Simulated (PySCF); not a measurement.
Dipole response of Zn (zinc, neutral)

[Ar] 3d10 4s2, closed-shell 1S. All numbers are calculated (PySCF 2.14, the non-relativistic Hamiltonian (point nucleus), in def2-QZVPPD (11s6p5d4f2g, 100 functions)). Coupled (time-dependent) response in atomic units; α is the mean over directions.

| method | mean α (bohr³) | C₆ (like pair) | S(−4) |
| --- | --- | --- | --- |
| HSE06 | 42.41 | 315.6 | 935.9 |

S(−4) is the Cauchy moment in α(ω) = α(0) + S(−4) ω² + …

Reference α: 38.67 ± 0.3 bohr³ (recommended; Schwerdtfeger and Nagle, table of static dipole polarizabilities (2023 update)). Published C₆: 284.0 (Chu and Dalgarno (2004); Tang, Norbeck and Certain (1976)).

α(iu) at HSE06:

| u (hartree) | α(iu) (bohr³) |
| --- | --- |
| 0 | 42.41 |
| 0.0500 | 40.20 |
| 0.100 | 34.89 |
| 0.200 | 23.41 |
| 0.300 | 15.76 |
| 0.500 | 8.499 |
| 0.750 | 5.026 |
| 1.00 | 3.466 |
| 1.50 | 2.064 |
| 2.00 | 1.429 |
| 3.00 | 0.8436 |
| 5.00 | 0.4169 |

A single London oscillator, α(iu) = α/(1 + u²/ω²), gives C₆ = (3/4) ω α². Matching the computed C₆ needs ω = 4 × 315.6 / (3 × 42.41²) = 0.234 hartree.
